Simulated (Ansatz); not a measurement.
AgF, closed-shell singlet (the spin of the measured ground state), most abundant isotopes (106.9051 and 18.9984 u). Constants from fifth-degree fits in 1/R to seven points on the lowest solution found; no spin–orbit coupling, no relativity up to Kr; ω_e x_e and α_e move by some per cent with the fit.

Correlated levels freeze the inner cores; with def2 sets outer-core shells near the valence are correlated too. CBS: X⁻³ extrapolation of the correlation energy, Hartree–Fock from the larger set.

Run with Ansatz (Gaussian orbitals).  In def2 rows elements past Kr take small-core potentials, without spin–orbit coupling.

At CCSD(T)/CBS(def2-TZVPP, def2-QZVPP): B₀ = 0.26507 cm⁻¹, fundamental 512 cm⁻¹.

Problem. Taking the state as ¹Σ, work out the ideal-gas entropy and heat capacity at 298.15 K and 1 bar (rigid rotor, harmonic oscillator at the fundamental, no nuclear spin).

Solution. 
Translation: S = R(1.5 ln M + 2.5 ln T − 1.1517) with M = 125.903 u gives 169.16 J/(mol K). Rotation: q = kT/(σhcB₀) = 781.8 with σ = 1 and hc/k = 1.43878 cm K, S = R(ln q + 1) = 63.70. Vibration: u = hcν/kT = 2.471, S = R(u/(eᵘ − 1) − ln(1 − e⁻ᵘ)) = 2.63. Sum S° = 235.5 J/(mol K). C_p = 7R/2 + R u² eᵘ/(eᵘ − 1)² = 34.22 J/(mol K).

Ansatz is a program for electronic structure.
